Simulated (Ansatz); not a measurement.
Consider the formal exchange of groups at a B–C bond: `BC(F)[SiH3]` + `C=C=NC` → `BCN=C=C` + `FC[SiH3]`.

Calculated with Ansatz (gas phase, PBE0-D4/def2-TZVP geometries, no zero-point term in ΔE). CCSD(T)/CBS adds triple-zeta CCSD(T) − MP2 to the extrapolated MP2 energy (def2 sets, frozen cores). DFT in def2-TZVPP. One conformer a species, not always the lowest.

| level | ΔE (kcal/mol) |
| --- | --- |
| ωB97X-V | 3.9 |
| CAM-B3LYP | 3.7 |
| RPA@PBE/def2-TZVPP | 3.6 |
| SCS-MP2/def2-QZVPP | 3.1 |

Q: What does CCSD(T)/CBS give? (An estimate is asked.)

A: Ansatz gave: +3.9 kcal/mol. The listed levels differ from it by 0.0, -0.2, -0.3, -0.8 kcal/mol.

Largest T1 diagnostic among the species: 0.014.

From BLYP to BHLYP (50 % exact exchange), in def2-TZVPP and without D4, ΔE moves by −1.3 kcal/mol. Leaving LDA and LC-ωPBE aside and taking each functional with its dispersion term where it has one, the values, not all of them listed here, spread over 2.4 kcal/mol, from BHLYP-D4 to PBE-D4. LDA lies +1.5 kcal/mol from PBE without D4.
